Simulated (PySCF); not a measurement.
BH₃N, SMILES N[BH] (connectivity only; charge and spin as stated), charge +1, multiplicity 1.

Geometry optimised at TPSSh-D3(BJ)/def2-TZVP. The spin state was assumed, not searched. The isomer is the one that the SMILES or the coordinates give; other isomers of the formula were not compared.

Two levels are set side by side: PBE/def2-TZVPD (PySCF) and B3LYP/def2-TZVPD (PySCF). Same geometry, gas phase. Differences are taken from unrounded values.

```csv
quantity,B3LYP,PBE,PBE minus B3LYP
orbital gap (eV),7.57,5.57,-2.00
highest occupied level (eV),-16.68,-15.54,1.14
lowest empty level (eV),-9.11,-9.97,-0.86
mean polarisability (bohr³),17.4,17.7,0.3
```

Without exact exchange PBE keeps part of each electron's self-repulsion, which lifts occupied levels and narrows the gap. Differences between two approximate levels are no errors against the true value.

Rough cost on one machine, each run with all the roots and properties that it gave: B3LYP against PBE within a factor of 2.
